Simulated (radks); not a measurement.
Numerical settings for neutral arsenic, [Ar] 3d10 4s2 4p3. Calculated with a radial shooting solver on a logarithmic mesh with Libxc functionals: scalar-relativistic Kohn-Sham, BLYP, spin-polarised, spherical densities, finite nucleus; open shells are filled with parallel spins first; Fermi nuclear charge, rms radius 4.0968 fm. The defaults (mesh step 0.008 in ln r, mesh end at 40 bohr or more with all orbitals vanishing there, Anderson mixing 0.5 over 9 steps, residual threshold near 1e-9 with the energy settled to 1e-9 hartree or 1e-11 of itself, here a cap of 50 iterations) give E = -2261.2553 hartree and 4p at -5.600 eV in 19 iterations. Times are rough (one thread of a shared host). Changes against that run (0 stands for a change within the tolerance of the run):

mesh step in ln r 0.03: iterations 15; converged yes; E (mhartree) +0.000427; e(4p) (meV) 0; CPU (s) 0.06
mesh step in ln r 0.012: iterations 17; converged yes; E (mhartree) 0; e(4p) (meV) 0; CPU (s) 0.14
mesh step in ln r 0.12: iterations 4; converged no; E (mhartree) diverged; CPU (s) 0.01
mesh end (bohr) 2: iterations 18; converged level above zero; E (mhartree) +9.4e+03; e(4p) (meV) +7.39e+04; CPU (s) 0.16
mesh end (bohr) 3: iterations 20; converged level above zero; E (mhartree) +1.52e+03; e(4p) (meV) +1.77e+04; CPU (s) 0.18
residual threshold 1e-13: iterations 50; converged no; E (mhartree) 0; e(4p) (meV) 0; CPU (s) 0.35
residual threshold 0.1: iterations 11; converged yes; E (mhartree) +0.000194; e(4p) (meV) +0.667; CPU (s) 0.15
mixing 0.2: iterations 23; converged yes; E (mhartree) 0; e(4p) (meV) 0; CPU (s) 0.25
linear mixing, mixing 0.2: iterations 50; converged no; E (mhartree) +0.000293; e(4p) (meV) -0.0532; CPU (s) 0.48
linear mixing, mixing 0.05: iterations 50; converged no; E (mhartree) +3.95; e(4p) (meV) -240; CPU (s) 0.53
mixing history 20: iterations 27; converged yes; E (mhartree) 0; e(4p) (meV) 0; CPU (s) 0.29
iteration cap 5: iterations 5; converged no; E (mhartree) +0.596; e(4p) (meV) +112; CPU (s) 0.07

Settled on a wrong energy, with an occupied level pushed above zero by the early mesh end: mesh end (bohr) 2 (+9.4 hartree); mesh end (bohr) 3 (+1.52 hartree). Apart from these: no run marked as converged misses the energy by more than 1 mhartree. A mesh that ends early acts as a hard wall.
